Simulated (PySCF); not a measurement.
PySCF 2.14 output of an unrestricted M06-L calculation on a single atom or ion in cc-pVTZ-PP with ECP28MDF (5s5p4d2f1g, 63 functions), with scalar relativity through the core potential:

```
SCF conv_tol = 1e-09
number electrons alpha = 7  beta = 4
    Y. Zhao and D. G. Truhlar.,  J. Chem. Phys. 125, 194101 (2006)
    Y. Zhao and D. G. Truhlar.,  J. Chem. Phys. 125, 194101 (2006)
    Y. Zhao and D. G. Truhlar.,  Theor. Chem. Acc. 120, 215 (2008)
cycle= 1 E= -55.8775714295335  delta_E= -0.00288  |g|= 0.0177  |ddm|= 0.128
cycle= 2 E= -55.87765609553  delta_E= -8.47e-05  |g|= 0.00855  |ddm|= 0.0809
cycle= 3 E= -55.8776828593851  delta_E= -2.68e-05  |g|= 0.000773  |ddm|= 0.0283
cycle= 4 E= -55.8776830674126  delta_E= -2.08e-07  |g|= 1.19e-05  |ddm|= 0.00262
cycle= 5 E= -55.8776830674777  delta_E= -6.51e-11  |g|= 5.43e-07  |ddm|= 1.79e-05
converged SCF energy = -55.8776830674777  <S^2> = 3.7509979  2S+1 = 4.0004989
```

The run itself started from symmetry-adapted Hartree-Fock orbitals and held the occupation by maximum overlap, on a logarithmic radial grid, so the iterations belong to that start.

**Question.** Which element, charge and spin multiplicity is this?

**Answer.** Nb²⁺ (niobium, charge +2), multiplicity 4; the state was [Kr] 4d3, high-spin 4F determinant.

Energies and moments cover only the electrons outside the core potential.
